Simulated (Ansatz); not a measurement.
Isolated molecules relaxed with PBE0-D4/def2-TZVP in Ansatz; ΔE leaves out vibrations. CCSD(T)/CBS is the MP2 limit (def2-TZVPP, def2-QZVPP) plus CCSD(T) − MP2 in def2-TZVPP, frozen cores. This one scheme is used for every species. Functionals use def2-TZVPP. One conformer a species, not always the lowest.

Consider the redistribution: `C=C[SiH2]N[SiH3]` + `S[SiH2]Cl` → `[SiH3]N[SiH3]` + `C=C[SiH](S)Cl`.

```
        level  ΔE (kJ/mol)
 CAM-B3LYP-D4         -3.0
CCSD/def2-SVP         -6.1
```

(1) What does CCSD(T)/CBS give? (Estimate.)

Largest T1 diagnostic among the species: 0.011.

Results:

(1) Ansatz gave: -2.9 kJ/mol. The listed levels differ from it by -0.1, -3.2 kJ/mol.

In def2-TZVPP, CCSD(T) changes the Hartree–Fock value by −4.2 kJ/mol (the triples alone add −1.0 kJ/mol) and MP2 by −6.1 kJ/mol. Leaving LDA and LC-ωPBE aside and taking each functional with its dispersion term where it has one, the values, not all of them listed here, spread over 3.4 kJ/mol, from revPBE-D4 to B2PLYP.

CCSD(T)/CBS has its own doubt, a few kJ/mol and more with outer-core shells, so smaller differences from it don't rank the levels.
